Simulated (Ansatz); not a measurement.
```yaml
crystal:
  periodic: [false, false, false]
  atoms:
    - {symbol: C, position_ang: [-1.546252, -1.747739, 0.042872]}
    - {symbol: Zr, position_ang: [-0.207724, 0.073342, 0.337996]}
    - {symbol: O, position_ang: [-0.944964, 0.708502, 2.057720]}
    - {symbol: C, position_ang: [-1.419740, 0.592459, -1.844087]}
    - {symbol: C, position_ang: [-2.056071, 1.364350, -0.843983]}
    - {symbol: C, position_ang: [-1.141272, 2.326176, -0.386248]}
    - {symbol: C, position_ang: [0.073653, 2.137560, -1.076699]}
    - {symbol: C, position_ang: [-0.108750, 1.075109, -1.995533]}
    - {symbol: C, position_ang: [2.013950, -0.038971, 1.558549]}
    - {symbol: C, position_ang: [2.309783, 0.143635, 0.193822]}
    - {symbol: C, position_ang: [1.910491, -1.023136, -0.497807]}
    - {symbol: C, position_ang: [1.369945, -1.922016, 0.441694]}
    - {symbol: C, position_ang: [1.426971, -1.311977, 1.710804]}
    - {symbol: H, position_ang: [-1.342380, -2.333003, -0.859610]}
    - {symbol: H, position_ang: [-2.591257, -1.424390, -0.001420]}
    - {symbol: H, position_ang: [-1.444161, -2.420203, 0.901705]}
    - {symbol: H, position_ang: [-0.671821, 0.492997, 2.947849]}
    - {symbol: H, position_ang: [-1.862912, -0.227912, -2.387105]}
    - {symbol: H, position_ang: [-3.059321, 1.218013, -0.472530]}
    - {symbol: H, position_ang: [-1.314685, 3.033696, 0.410046]}
    - {symbol: H, position_ang: [0.970185, 2.726972, -0.953886]}
    - {symbol: H, position_ang: [0.631942, 0.699519, -2.685635]}
    - {symbol: H, position_ang: [2.184991, 0.682969, 2.343693]}
    - {symbol: H, position_ang: [2.772520, 1.015165, -0.243739]}
    - {symbol: H, position_ang: [2.008785, -1.199152, -1.558585]}
    - {symbol: H, position_ang: [0.970640, -2.900115, 0.225787]}
    - {symbol: H, position_ang: [1.067435, -1.741860, 2.634342]}
basis:
  gaussian: {orbitals: cc-pVTZ-DK}
hamiltonian: {xc: {name: HF}}
correlation: {method: mp2, frozen_orbitals: {C: 9}}
output: {forces: true}
```

```sh
$ ansatz run in.yaml --threads 11 --pin off --events-out ev --progress --plain --max-ram 110592MiB --backend cuda --devices 0, --max-vram 75GiB
```

Output, abridged:

```
Functional definition: HF
Error: "frozen_orbitals" has no count for Zr
```

Task: Something in this input is off. What?

Result: Frozen orbitals are typed for one element alone, and the program wants a count for each. The input was rejected before any iteration.
